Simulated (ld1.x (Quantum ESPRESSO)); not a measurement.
B (Z = 5): RRKJ pseudisation with PBE, non-relativistic reference atom.

```json
{
 "Element": "B (Z = 5)",
 "Generator": "ld1.x (Quantum ESPRESSO) 7.5",
 "Type": "norm-conserving RRKJ (Kleinman–Bylander form)",
 "Functional": "PBE",
 "Relativity": "non-relativistic",
 "Frozen core": "[He]",
 "Valence charge": "3",
 "Reference configuration": "2s1 2p0 (charge +2)",
 "Partial waves": "2s (bound): rc 1.10 bohr; 2p (bound, empty): rc 2.40 bohr; 3d channel at 0.05 Ry: rc 2.00 bohr",
 "Local potential": "the d channel",
 "Core correction": "Bessel-smoothed model core, default radius (core density twice the valence density)",
 "rho0": "0.01"
}
```

All-electron outer shells of the reference configuration (PBE, non-relativistic, ld1.x):

```json
{"shell": "2s", "level (eV)": "-31.47", "outermost node (bohr)": "0.45", "outermost maximum (bohr)": "1.37"}
{"shell": "2p", "level (eV)": "-25.49", "outermost node (bohr)": "–", "outermost maximum (bohr)": "1.26"}
```

Results:

```
Cutoffs needed           : 21 Ry and 35 Ry (the cutoffs (Ry, on a coarse ladder) from which the occupation-weighted sum of valence levels, in a spherical-Bessel basis at the reference potential, stays within 10 and 1 mRy of its value at 400 Ry)
Ghost test               : no extra level below or beside the all-electron valence levels (s, p, d, f tested) (spherical-Bessel basis up to 400 Ry, 20 bohr box)
Largest excitation error : +391 meV (all-electron minus pseudo) for 2s0 2p3, out of 7 test configurations
```

Generation and tests took about 0.76 s on one core of a shared server CPU.
